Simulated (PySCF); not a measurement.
Species: difluoro-bis(prop-2-enyl)silane, C6H10F2Si, charge 0, multiplicity 1. SMILES: C=CC[Si](F)(F)CC=C
Coordinates optimised at B3LYP-D3(BJ)/def2-TZVP (Ansatz):
```xyz
19

C      3.1126    -0.2929    -1.3826
C      2.6192     0.2464    -0.2738
C      1.7619    -0.4651     0.7268
Si    -0.0242     0.0576     0.6100
F     -0.1087     1.6385     0.8487
F     -0.8335    -0.6222     1.8092
C     -0.8453    -0.3563    -1.0082
C     -2.2223     0.2210    -1.1281
C     -3.3510    -0.4742    -1.0655
H      2.9481    -1.3357    -1.6304
H      3.7039     0.2879    -2.0780
H      2.8104     1.2959    -0.0697
H      1.8088    -1.5483     0.5817
H      2.0985    -0.2596     1.7481
H     -0.1927     0.0196    -1.8030
H     -0.8702    -1.4461    -1.1021
H     -2.2727     1.2993    -1.2450
H     -4.3158     0.0106    -1.1343
H     -3.3505    -1.5510    -0.9399
```

Dispersion corrections to the total energy (kcal/mol) from the dftd3 and dftd4 libraries through PySCF: D3(BJ) without and D4 with the three-body term, each with the damping fitted for the functional named.

```tsv
functional	D3(BJ)	D4
B2PLYP	-8.99	-7.88
TPSS	-14.07	-15.02
LC-wPBE	-10.71	-12.36
revPBE	-27.13	?
CAM-B3LYP	-9.05	-9.71
B3LYP	-19.07	?
BLYP	?	-24.08
```

Complete the blanks.


- revPBE, D4: -33.54
- B3LYP, D4: -17.73
- BLYP, D3(BJ): -23.26
